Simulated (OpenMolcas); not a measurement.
# neutral molybdenum: effect of the IPEA shift

- Program: OpenMolcas 26.06
- Basis: ANO-RCC-VTZP [7s6p4d2f1g]
- Scalar Hamiltonian: DKH2, point nucleus
- Active space: 6 electrons in 11 orbitals (4d 5s 5d)
- State averaging: 2S+1 = 7 even, 1 root; 2S+1 = 5 even, 15 roots kept (CI in the orbitals of an earlier block)
- Spin-orbit coupling: state interaction with AMFI integrals over the reference wave functions, term energies averaged over their components

Methods on the same reference wave functions:
A. CASSCF
B. SS-CASPT2, IPEA 0 Eh, imaginary shift 0.1 Eh (closed shells correlated: 4s 4p)
C. SS-CASPT2, IPEA 0.25 Eh, imaginary shift 0.1 Eh (closed shells correlated: 4s 4p)

Energies in cm⁻¹ above 4d⁵ 5s ⁷S₃, the measured ground level; measured values from NIST Handbook of Basic Atomic Spectroscopic Data.

```csv
Level,A,B,C,Measured
4d⁵ 5s ⁷S₃,0.0,0.0,0.0,0.0
4d⁵ 5s ⁵S₂,16529,9850,10460,10768
4d⁴ 5s² ⁵D₀,17234,11980,12470,10966
4d⁴ 5s² ⁵D₁,17342,12090,12580,
4d⁴ 5s² ⁵D₂,17557,12310,12800,
4d⁴ 5s² ⁵D₃,17879,12630,13120,
4d⁴ 5s² ⁵D₄,18309,13060,13550,
```

Deviations, from unrounded energies. A percentage is the sum of absolute deviations over the sum of measured energies, with the sign that they share, or ± where signs differ.

```json
{"Against measurement": "mean absolute deviation (cm-1)", "Levels": "2", "A": "6000", "B": "970", "C": "910"}
{"Against measurement": "other terms of the ground configuration (%)", "Levels": "1", "A": "+53.5", "B": "-8.5", "C": "-2.9"}
{"Against measurement": "other configurations (%)", "Levels": "1", "A": "+57.2", "B": "+9.3", "C": "+13.7"}
```

C lies closest to measurement on these levels and A furthest from it. The largest miss of C in the table is 4d⁴ 5s² ⁵D₀, by +1500 cm-1. The ranking rests on the paired levels alone, and a cruder setting can come out closer through cancelling errors.

Between B and C the level of the table that moves most is 4d⁵ 5s ⁵S₂, by 600 cm-1 (lowest in B, highest in C). Moves below CASPT2's spread within the term are not significant.

The lowest spin-free term lies below A's lowest term by 0.392 hartree in B, 0.377 hartree in C.

Term energies are means over components that CASPT2 splits; among the terms shown or strongly mixed into the levels shown the widest spread is 11 cm-1 (4d⁴ 5s² ⁵D, C). Terms from blocks run as CI alone lack orbitals of their own. Active for correlation alone: 5d; no level in the range computed is led by a configuration that fills it, so any true level of that kind is missing. Without dynamic correlation excited terms often stand tens of per cent too high (terms of higher spin than the ground term too low), and those without a measured partner can miss by more than the paired ones (holds for A). Computed and measured levels are paired by configuration, term and J; levels that our copy of the source lacks, or whose pairing is in doubt (as where it misses far off the trend of its configuration), stay unpaired and out of the deviations. Levels of configurations outside the active space are missing. Levels that lie high or do not pair safely by name in every column are left out.
